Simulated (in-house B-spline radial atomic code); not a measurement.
Binding energies in O III (O2+)

NIST's tabulated ground configuration is [He] 2s2 2p2; each binding energy is the energy of the ion with one electron taken from that subshell, relaxed, less that of the parent. Level of theory: Dirac-Kohn-Sham PBE0, spherical fractional occupations, Fermi nucleus of rms radius 2.6991 fm; calculated with a B-spline radial code for spherical atoms. Energies include first-order Breit, QED and recoil terms.

Caution: exact exchange at fractional occupations of open shells leaves self-interaction of up to several eV.

| subshell | X-ray name | binding energy (eV) | -ε (eV) | relaxation (eV) |
| --- | --- | --- | --- | --- |
| 1s | K | 611.7 | 570.9 | -41.0 |
| 2s | L1 | 70.13 | 61.30 | -8.85 |
| 2p | L2,3 | 52.66 | 42.58 | -10.09 |

Relaxation = -ε minus the binding energy without Breit, QED and recoil terms. With a density functional, K lines can miss by some tenths of a per cent, more in light atoms. For a density functional the relaxation so defined is negative, because -ε of a Kohn-Sham level is smaller than the binding energy.

Q: What does it cost to remove both a 2s and a 2p electron?

A: 144.49 eV, which is 21.7 eV more than the two single binding energies together.

Q: What does it cost to remove both a 1s and a 2p electron?

A: 696.35 eV, which is 31.96 eV more than the two single binding energies together.

Q: What does it cost to remove two 2p electrons?

A: 127.17 eV, which is 21.85 eV more than the two single binding energies together.
